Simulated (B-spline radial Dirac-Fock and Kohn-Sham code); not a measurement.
# Te⁺ in Watson spheres of different radius

Calculated with a radial B-spline solver, using ΔSCF Dirac-Fock with Breit, self-energy and vacuum polarisation, finite nucleus, configuration average. The ion, [Kr] 4d10 5s2 5p3, sits in a hollow sphere of charge Q = -1, a simple model of the Madelung potential. Inside the sphere an electron's potential energy is raised by the constant 14.40·|Q|/R eV, so binding energies fall by about that much as long as the orbitals stay inside.

```tsv
radius (Å)	14.40 |Q|/R (eV)	1s (eV)	2s (eV)	2p1/2 (eV)	2p3/2 (eV)	3s (eV)	3p1/2 (eV)	3p3/2 (eV)	3d3/2 (eV)	3d5/2 (eV)	4s (eV)	4p3/2 (eV)	4d3/2 (eV)	4d5/2 (eV)	5s (eV)	5p (eV)
1.8	8.00	31824.3	4957.5	4624.9	4354.0	1021.6	884.7	833.1	594.3	583.9	189.6	131.0	51.62	50.17	19.97	9.59
2.4	6.00	31825.9	4959.1	4626.5	4355.7	1023.2	886.3	834.8	595.9	585.5	191.2	132.6	53.27	51.82	21.70	11.23
```

From the smallest to the largest radius 1s moves by +1.6 eV, while the constant potential alone would give +2.0 eV; the difference comes from charge outside the sphere and its screening.
